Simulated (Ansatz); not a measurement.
`[OH][AlH][SiH2]O` + `NBO` → `OBN[SiH2]O` + `[OH][AlH2]`  (cleavage of the Si–Al bond)

Isolated molecules relaxed with PBE0-D4/def2-TZVP in Ansatz; ΔE leaves out vibrations. CBS: MP2 limit from def2 TZ/QZ plus the TZ coupled-cluster correction, frozen cores. This one scheme is used for every species. DFT in def2-TZVPP. B3LYP here is the variant with VWN-RPA as its local correlation; programs differ in this. HSE06 is defined as in plane-wave codes. Each species was taken in one conformer, which may not be the lowest.

```tsv
level	ΔE (kcal/mol)	difference from CCSD(T)/CBS
LDA (SPW92)	-13.1	3.6
PBE-D4	-11.3	5.4
revPBE-D4	-12.4	4.3
BLYP-D4	-14.8	1.9
B97M-V	-18.5	-1.8
PBE0-D4	-13.0	3.7
B3LYP-D4	-15.8	0.9
r2SCANh-D4	-15.6	1.1
r2SCAN0-D4	-16.1	0.6
HSE06-D4	-13.0	3.7
BHLYP-D4	-17.7	-1.0
CAM-B3LYP-D4	-17.1	-0.4
ωB97X-V	-15.9	0.8
ωB97M-V	-17.7	-1.0
B2PLYP	-16.5	0.2
PBE-QIDH	-16.0	0.7
PBE	-10.6	6.1
revPBE	-9.6	7.1
r2SCAN	-15.1	1.6
PBE0	-12.5	4.2
B3LYP	-14.7	2.0
r2SCANh	-15.4	1.3
r2SCAN0	-15.9	0.8
HSE06	-12.5	4.2
BHLYP	-17.2	-0.5
CAM-B3LYP	-16.6	0.1
RPA@PBE/def2-TZVPP	-16.5	0.2
HF/def2-SVP	-18.3	-1.6
MP2/def2-SVP	-18.5	-1.8
CCSD(T)/def2-SVP	-16.6	0.1
MP2/def2-TZVPP	-18.9	-2.2
SCS-MP2/def2-TZVPP	-18.7	-2.0
CCSD/def2-TZVPP	-17.0	-0.3
CCSD(T)/def2-TZVPP	-16.9	-0.2
HF/def2-QZVPP	-19.4	-2.7
MP2/def2-QZVPP	-18.8	-2.1
SCS-MP2/def2-QZVPP	-18.7	-2.0
HF/CBS(def2)	-19.4	-2.7
MP2/CBS(def2)	-18.7	-2.0
CCSD/CBS(def2)	-16.9	-0.2
CCSD(T)/CBS	-16.7	0
```

Q: What do rigid-rotor, harmonic-oscillator terms from PBE0-D4/def2-TZVP frequencies (298.15 K, 1 bar) make of the CCSD(T)/CBS value? (An estimate is asked.)

A: Computed: ΔZPE = -1.7 kcal/mol, ΔH = -18.8 kcal/mol, ΔS = -18 J/(mol·K), ΔG = -17.5 kcal/mol. Modes under 50 cm⁻¹ make the entropy rough.

Largest T1 diagnostic among the species: 0.013.

From PBE to PBE0 (25 % exact exchange), in def2-TZVPP and without D4, ΔE moves by −1.9 kcal/mol. Leaving LDA and LC-ωPBE aside and taking each functional with its dispersion term where it has one, the values spread over 7.2 kcal/mol, from B97M-V to PBE-D4. LDA lies −2.5 kcal/mol from PBE without D4. The D4 term adds −1.1 kcal/mol with B3LYP and −0.6 kcal/mol with PBE0; it sums over pairs of atoms, weighted by their polarisabilities, and B3LYP, whose exchange is more repulsive, gets the larger term.
